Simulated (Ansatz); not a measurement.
Calculated with Ansatz (gas phase, PBE0-D4/def2-TZVP geometries, no zero-point term in ΔE). CBS: MP2 limit from def2 TZ/QZ plus the TZ coupled-cluster correction, frozen cores. Functionals use def2-TZVPP. Each species was taken in one conformer, which may not be the lowest.

`C=N[SiH](O)[SiH3]` + `C[O][Al]([F])[O]C` → `C[O][Al]([F])[O][SiH3]` + `C=N[SiH](C)O`  (redistribution)

`C=N[SiH](O)[SiH3]`:

Cartesian coordinates in Å:
```
C 0.851 -1.477 1.572
N 1.124 -0.551 0.766
Si 0.273 -0.144 -0.688
O -0.954 -1.176 -1.097
Si -0.677 1.963 -0.327
H 0.025 -2.190 1.433
H 1.450 -1.615 2.480
H 1.306 -0.145 -1.760
H -0.736 -1.935 -1.639
H 0.378 2.954 0.011
H -1.648 1.891 0.798
H -1.392 2.425 -1.548
```

`C[O][Al]([F])[O]C`:

```xyz
12

C     0.951    1.225   -1.400
O     0.652   -0.130   -1.542
Al   -0.061   -1.370   -0.681
F    -0.127   -2.837   -1.408
O    -0.713   -1.253    0.850
C    -0.910   -0.306    1.856
H     2.031    1.383   -1.491
H     0.631    1.632   -0.433
H     0.459    1.803   -2.188
H    -0.402   -0.622    2.773
H    -1.978   -0.213    2.078
H    -0.533    0.687    1.585
```

`C[O][Al]([F])[O][SiH3]`:

```xyz
12

C    -1.043    1.111   -1.943
O    -0.009    1.629   -1.154
Al    0.838    1.080    0.175
F     2.006    2.048    0.793
O     0.530   -0.402    0.877
Si    0.441   -1.777    1.740
H    -0.714    1.035   -2.984
H    -1.908    1.781   -1.909
H    -1.367    0.117   -1.613
H    -0.144   -1.501    3.078
H    -0.423   -2.755    1.028
H     1.794   -2.367    1.913
```

`C=N[SiH](C)O`:

Cartesian coordinates in Å:
```
C 0.433 -0.345 -2.138
N -0.419 -0.477 -1.224
Si -0.096 -0.445 0.484
C -0.993 1.001 1.212
O 1.504 -0.269 0.864
H 1.510 -0.201 -1.961
H 0.126 -0.365 -3.192
H -0.586 -1.751 1.000
H -0.572 1.936 0.833
H -0.904 1.003 2.300
H -2.051 0.970 0.947
H 2.047 -1.057 0.875
```

CCSD(T)/CBS gives -233.0 kJ/mol.

(1) Another level gave -225.4 kJ/mol. Which?
A. SCS-MP2/def2-TZVPP
B. PBE/def2-TZVPP
C. PBE0-D4/def2-TZVPP
D. r2SCAN-D4/def2-TZVPP

Largest T1 diagnostic among the species: 0.013.

Results:

(1) D. r2SCAN-D4 -225.4, SCS-MP2/def2-TZVPP -240.9, PBE0-D4 -211.3, PBE -199.8 kJ/mol.

From PBE to PBE0 (25 % exact exchange), in def2-TZVPP and without D4, ΔE moves by −12.3 kJ/mol.

CCSD(T)/CBS has its own doubt, a few kJ/mol and more with outer-core shells, so smaller differences from it don't rank the levels.
